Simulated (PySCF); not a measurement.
Worked example: chemical shift, span and skew from a shielding tensor

Si(CCH)2(Me)(OH) (C5H6OSi), SMILES C#C[Si](C)(O)C#C. Atoms are numbered in the order given.

```xyz
13

C     -0.1761     1.4416     2.4634
C     -0.0777     0.7367     1.4760
Si     0.0677    -0.3520     0.0000
C     -1.2431    -1.6603     0.0000
O      1.5375    -1.1277     0.0000
C     -0.0777     0.7367    -1.4760
C     -0.1761     1.4416    -2.4634
H     -0.2640     2.0664     3.3348
H     -1.1452    -2.2943     0.8939
H     -1.1452    -2.2943    -0.8939
H     -2.2443    -1.2045     0.0000
H      2.3189    -0.5669     0.0000
H     -0.2640     2.0664    -3.3348
```
Charge 0, spin multiplicity 1.

Coordinates come from a PBE0-D3(BJ)/def2-SVP optimisation. Other conformers were not sampled.

GIAO shieldings from HF/pcSseg-1 run with PySCF, non-relativistic, no solvent. The symmetric part of the tensor of Si3 has the principal values 383.9, 431.1, 482.2 ppm. The same nucleus in TMS has σ = 393.8 ppm at this level (PySCF, at its B3LYP-D3(BJ)/def2-TZVP geometry).

Q: Work out the isotropic shielding, the ²⁹Si shift against TMS, the span and the skew.

A: 
σ(iso) = (σ11 + σ22 + σ33)/3 = 432.4 ppm. δ = σ(ref) − σ(iso) = 393.8 − (432.4) = -38.6 ppm.
Span Ω = σ33 − σ11 = 98.3 ppm. Skew κ = 3(σ(iso) − σ22)/Ω = 0.04. Tumbling in solution averages the tensor to δ; in a static solid the shielding alone would spread this spin-1/2 line over Ω.
